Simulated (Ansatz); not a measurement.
Ansatz (a quantum-chemistry and plane-wave program) input (BLYP/6-31G*):

Ansatz 0.2 input:
```yaml
crystal:
  periodic: [false, false, false]
  atoms:
    - {symbol: O, position_ang: [-0.50769900, -1.83231500, 0.14527100]}
    - {symbol: Si, position_ang: [-0.44246900, -0.28539800, 0.07857200]}
    - {symbol: O, position_ang: [-1.05433200, 0.64038500, 1.35312600]}
    - {symbol: O, position_ang: [-1.27354900, 0.42296900, -1.23102900]}
    - {symbol: Si, position_ang: [1.78420100, 0.50641800, -0.13197900]}
    - {symbol: H, position_ang: [-1.73700600, 1.23499700, 1.02861700]}
    - {symbol: H, position_ang: [-1.49799300, -0.28191100, -1.84657100]}
    - {symbol: H, position_ang: [1.95653500, 1.99285100, -0.27352800]}
    - {symbol: H, position_ang: [2.67136900, 0.15709500, 1.02407600]}
    - {symbol: H, position_ang: [2.50749500, -0.04561800, -1.32384200]}
basis:
  gaussian:
    orbitals: 6-31G*
hamiltonian:
  xc: {name: BLYP}
total_charge: -1
output: {forces: true}
```

Output:

```
Functional definition: BLYP
integrals: 0.04 GiB planned
1041 factors; their error is unknown
mean field: 0.24 GiB planned
mean field evaluation 1: about -21970.8877 eV, gradient 6.8e1 eV
mean field evaluation 2: about -21878.5435 eV, gradient 2.0e2 eV
mean field evaluation 4: about -21978.7537 eV, gradient 1.8e1 eV
mean field evaluation 8: about -21979.3058 eV, gradient 3.6e-1 eV
mean field evaluation 16: about -21979.2195 eV, gradient 2.5e-5 eV
mean field -21979.21951094 eV, -807.7214189771 hartree, gradient 2.5e-5 eV, S^2 0.000000; 0 other end points of the search recorded, 0 dependent functions left out
the calculation of the forces begins
reference -21979.21986145 eV, -807.7214318579 hartree; 29, 29 occupied and 64, 64 virtual orbitals, 1041 factors
Total energy: -21979.21986145 eV, -807.7214318579 hartree
Atom 0 at    -0.507699    -1.832315     0.145271 Å, force    -0.086438    -1.281994     0.093799 eV/Å
Atom 1 at    -0.442469    -0.285398     0.078572 Å, force     0.470647     0.343246    -0.143449 eV/Å
Atom 2 at    -1.054332     0.640385     1.353126 Å, force     0.360709    -0.038547     1.015207 eV/Å
Atom 3 at    -1.273549     0.422969    -1.231029 Å, force    -0.190547     1.041561    -0.105576 eV/Å
Atom 4 at     1.784201     0.506418    -0.131979 Å, force    -0.355938    -0.030303     0.034146 eV/Å
Atom 5 at    -1.737006     1.234997     1.028617 Å, force    -0.582330     0.440642    -0.379509 eV/Å
Atom 6 at    -1.497993    -0.281911    -1.846571 Å, force    -0.135232    -0.631474    -0.454077 eV/Å
Atom 7 at     1.956535     1.992851    -0.273528 Å, force     0.114372     0.288534    -0.039544 eV/Å
Atom 8 at     2.671369     0.157095     1.024076 Å, force     0.215025    -0.047650     0.196827 eV/Å
Atom 9 at     2.507495    -0.045618    -1.323842 Å, force     0.189733    -0.084015    -0.217823 eV/Å
Dipole moment:    -0.265849     0.567225    -0.308403 e Å
```

The dipole moment of an ion depends on the origin.

The geometry given is a B3LYP-D3(BJ)/def2-TZVP minimum.
